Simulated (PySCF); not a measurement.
## Electron correlation in P⁺ (phosphorus, charge +1)

[Ne] 3s2 3p2, high-spin 3P determinant. All numbers are calculated (PySCF 2.14, the non-relativistic Hamiltonian (point nucleus), in def2-TZVP). Frozen: [Ne]; 4 electrons correlated.

MP2 pair energies summed by pair of shells (mhartree):

```csv
pair,energy,share (%)
3s-3p,-37.68,62.1
3s-3s,-16.59,27.4
3p-3p,-6.36,10.5
```

Total MP2 correlation energy: -60.63 mhartree.

Same-spin part -10.21 and opposite-spin part -50.42 mhartree; SCS-MP2 scales them by 1/3 and 6/5 to -63.91 mhartree.

```csv
level,correlation energy (mhartree)
CCSD,-81.32
(T),-2.25
CCSD(T),-83.57
```

Diagnostics: T1 = 0.0097, D1 = 0.0251, largest double amplitude 0.103.

Cost of the coupled-cluster step: 0.83 s of wall time on 1 thread of Neoverse-V1 (shared host), for 4 correlated electrons.
